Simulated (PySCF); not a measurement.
33S chemical shifts

[PySCF 2.14: structure optimised with GFN2-xTB; shielding tensors at PBE0/pcSseg-1 (GIAO); relativity neglected; equivalent nuclei averaged; in vacuum; a single conformation]

Shieldings were converted by a linear fit to measured shifts: 33S (scatter 33.3 ppm rms vs sulfate, solution or neat liquid). A few per cent of atoms miss by over 2 rms, more outside the fitted compound classes.

(1) Give the 33S shifts of `S[C@@H]1CCCNCC1`.

(2) Match the shifts -21, -287, -487, -550 ppm to `C#CCP1CCSCC1`, `C=C[C@@H]1C[P@@H](=S)[C@@H]1C=C`, `C=CC1=C[P@]1(=S)CCC`, `Cc1cpc(C(C)C)s1`.

Results:

(1) 
```json
{"compound": "S[C@@H]1CCCNCC1", "environment": "thiol sulfur", "δ (ppm)": "-295"}
```

(2) -21: Cc1cpc(C(C)C)s1 (aromatic ring sulfur); -287: C#CCP1CCSCC1 (sulfide sulfur); -487: C=C[C@@H]1C[P@@H](=S)[C@@H]1C=C (sulfur bonded to P); -550: C=CC1=C[P@]1(=S)CCC (sulfur bonded to P).
